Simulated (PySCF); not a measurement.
From computed data to an observable: chemical shift, span and skew from a shielding tensor

C6H8, SMILES C[C@H]1C[C@H]1C#C. Atoms are numbered in the order given.

```xyz
14

C      2.2332     0.1882    -1.0393
C      1.3764    -0.0795    -0.2234
C      0.3627    -0.3900     0.7514
C     -0.8325    -1.2552     0.3758
C     -1.0388     0.2056     0.6422
C     -1.3917     1.1621    -0.4711
H      2.9934     0.4215    -1.7598
H      0.7465    -0.5182     1.7694
H     -0.8835    -1.5933    -0.6629
H     -1.1737    -1.9873     1.1123
H     -1.4862     0.4507     1.6117
H     -1.0833     2.1905    -0.2232
H     -2.4790     1.1665    -0.6515
H     -0.8898     0.8831    -1.4094
```
Charge 0, spin multiplicity 1.

The structure is a stationary point at B3LYP-D3(BJ)/def2-SVP. The structure was generated by enumeration; whether it is a known compound was not checked.

GIAO shieldings from PBE/pcSseg-1 run with PySCF, non-relativistic, no solvent. The symmetric part of the tensor of C6 has the principal values 148.8, 157.5, 182.1 ppm. The same nucleus in TMS has σ = 182.0 ppm at this level (PySCF, at its B3LYP-D3(BJ)/def2-TZVP geometry).

### Question
Work out the isotropic shielding, the ¹³C shift against TMS, the span and the skew.

### Answer

σ(iso) = (σ11 + σ22 + σ33)/3 = 162.8 ppm. δ = σ(ref) − σ(iso) = 182.0 − (162.8) = 19.2 ppm.
Span Ω = σ33 − σ11 = 33.3 ppm. Skew κ = 3(σ(iso) − σ22)/Ω = 0.48. Tumbling in solution averages the tensor to δ; in a static solid the shielding alone would spread this spin-1/2 line over Ω.
